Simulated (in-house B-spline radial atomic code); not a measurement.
The numbers below are computed, except where a source is named.
**Making a Troullier-Martins s channel for As, r_c = 1.85 bohr**

As, [Ar] 3d10 4s2 4p3, non-relativistic PBE, spherical and spin-unpolarised, from a B-spline radial code for spherical atoms (atomic units). The all-electron 4s level is ε = -0.516462 hartree, its outermost node lies just inside 0.76 bohr and its outer maximum at 1.64 bohr.

Inside r_c the pseudo-orbital is u(r) = r^1 exp(p(r)), with p = c0 + c2 r² + c4 r⁴ + … + c12 r¹². The seven coefficients follow from p and its first four derivatives at r_c, from zero curvature of the screened potential at the origin, c4 = −c2²/(2l + 5), and from the norm inside r_c. At r_c the all-electron orbital has P = 0.7718243, P' = -0.1891286, the screened potential V = -0.9770519, V' = 1.152642, V'' = -1.809252, and the norm inside is Q = 0.4870245.

Problem. What are p, p' and p'' at r_c?

Solution. p = ln(P/r_c^1) = ln(0.7718243/1.85) = -0.87418. p' = P'/P − 1/r_c = -0.24504 − 0.54054 = -0.78558. The radial equation gives p'' = 2(V − ε) − 2(1) p'/r_c − p'² = -0.92118 − (-0.84928) − 0.61714 = -0.68904. Differentiating, p''' = 2V' + 2(1)p'/r_c² − 2(1)p''/r_c − 2p'p'' = 1.5085, and p'''' = 2V'' − 4(1)p'/r_c³ + 4(1)p''/r_c² − 2(1)p'''/r_c − 2p''² − 2p'p''' = -4.1378.

For a trial c2 the five matching conditions are linear in c0, c6, c8, c10 and c12, and c2 is varied until the norm inside r_c equals Q. The root nearest zero gives:

```json
{"n": "0", "c_n": "-1.321511"}
{"n": "2", "c_n": "0.8022256"}
{"n": "4", "c_n": "-0.1287132"}
{"n": "6", "c_n": "-0.1476766"}
{"n": "8", "c_n": "0.06982814"}
{"n": "10", "c_n": "-0.01211192"}
{"n": "12", "c_n": "0.0007693217"}
```

Problem. Check c4 and p(r_c), and find the screened pseudopotential at the origin.

Solution. −c2²/5 = -0.128713, as listed. The terms c_n r_c^n are -1.32151, 2.74562, -1.50768, -5.92028, 9.58086, -5.68762, 1.23643, which sum to -0.87418. Inverting the radial equation, V_l(r) = ε + 1 p'/r + (p'' + p'²)/2, so V_l(0) = ε + (2l + 3) c2 = -0.516462 + 3 × (0.802226) = 1.8902 hartree, finite where the all-electron potential diverges.

Orbitals and screened potentials:

```json
{"r (bohr)": "0.185", "P": "0.1734", "u": "0.05071", "V all-electron": "-96.78", "V pseudo": "1.886"}
{"r (bohr)": "0.462", "P": "-0.3728", "u": "0.1452", "V all-electron": "-20.08", "V pseudo": "1.725"}
{"r (bohr)": "0.74", "P": "-0.01158", "u": "0.2893", "V all-electron": "-7.405", "V pseudo": "0.9659"}
{"r (bohr)": "1.018", "P": "0.441", "u": "0.4927", "V all-electron": "-3.641", "V pseudo": "-0.4788"}
{"r (bohr)": "1.295", "P": "0.6999", "u": "0.6925", "V all-electron": "-2.109", "V pseudo": "-1.605"}
{"r (bohr)": "1.572", "P": "0.7892", "u": "0.788", "V all-electron": "-1.384", "V pseudo": "-1.483"}
{"r (bohr)": "1.85", "P": "0.7718", "u": "0.7718", "V all-electron": "-0.9771", "V pseudo": "-0.9771"}
```

Logarithmic derivatives P'/P at R = 2.15 bohr, for energies E around ε:

| E − ε (hartree) | all-electron | pseudo |
| --- | --- | --- |
| -0.5 | 0.484991 | 0.481619 |
| -0.25 | 0.0850049 | 0.0835936 |
| -0.1 | -0.224134 | -0.224467 |
| 0 | -0.47402 | -0.474036 |
| 0.1 | -0.773321 | -0.773886 |
| 0.25 | -1.36147 | -1.36703 |
| 0.5 | -3.13317 | -3.19774 |

Problem. With P(R) = 0.6909005 and a norm of 0.649167 inside R, what slope in energy does norm conservation fix?

Solution. d(P'/P)/dE = −2 × (norm inside R)/P(R)² = -2.7199 per hartree·bohr at E = ε, for both atoms, since orbital and norm agree at R. Differences over ±0.1 hartree give -2.7459 (all-electron) and -2.7471 (pseudo), which also hold third-order terms. Half a hartree below ε the two curves differ by -0.0034.
